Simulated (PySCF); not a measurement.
Stepwise substitution at one centre (In OH-SH). Isolated molecules, 0 K electronic values unless said otherwise. One relaxed conformer stands for each flexible species; it need not be the lowest. Strings in code marks are SMILES.

The S1 excitation (TDA) from two functionals at the same geometries (CAM-B3LYP-D3(BJ)/def2-TZVP), both in PySCF: PBE-D3(BJ)/def2-TZVP and TPSSh-D3(BJ)/def2-TZVP. Excitations are Tamm–Dancoff values on a coarser integration grid. The basis has no diffuse functions, so Rydberg states are missing or too high.

| species | TPSSh-D3(BJ)/def2-TZVP (eV) |
|---|---|
| 1 of 3 OH replaced by SH (`[OH][In]([SH])[OH]`) | 4.47 |
| 2 of 3 OH replaced by SH (`[OH][In]([SH])[SH]`) | 4.39 |
| 3 of 3 OH replaced by SH (`[SH][In]([SH])[SH]`) | 4.37 |

Question: What does PBE-D3(BJ)/def2-TZVP give for each?

Answer: 
- 1 of 3 OH replaced by SH (`[OH][In]([SH])[OH]`): 4.00
- 2 of 3 OH replaced by SH (`[OH][In]([SH])[SH]`): 3.95
- 3 of 3 OH replaced by SH (`[SH][In]([SH])[SH]`): 3.93
Over these rows, drawn at random from the members with no instability flagged (it was tested for open shells, ions and some series alone), PBE minus TPSSh-D3(BJ): mean -0.45 eV, from -0.47 eV to -0.44 eV.
